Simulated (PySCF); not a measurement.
Br²⁺: excitation energy

Br²⁺ [Ar] 3d10 4s2 4p3 (4S) → Br²⁺ [Ar] 3d10 4s1 4p3 4d1 (6D), as a difference of total energies. Calculation: PySCF 2.14, in aug-cc-pVQZ-PP with one added diffuse shell each of s, p, d, f, g type with ECP10MDF (8s7p6d4f3g, 114 functions); a scalar-relativistic core potential. Correlated levels: valence: 3s2 3p6 3d10 frozen. The calculations carry no spin-orbit coupling.

| method | excitation energy (eV) |
| --- | --- |
| UHF | 24.582 |
| LDA | 27.671 |
| PBE | 27.133 |
| PBE0 | 26.803 |
| r2SCAN | 26.688 |
| r2SCAN0 | 26.519 |
| B97-3 | 27.324 |
| BHandHLYP | 27.296 |
| MP2 (valence) | 26.129 |
| SCS-MP2 (valence) | 26.607 |

How much does correlation contribute at MP2 (valence)?

26.129 − (24.582) = 1.547 eV, measured against UHF.

The promoted electron is Rydberg-like, and one or two diffuse shells describe it only roughly, which tends to raise the upper state.
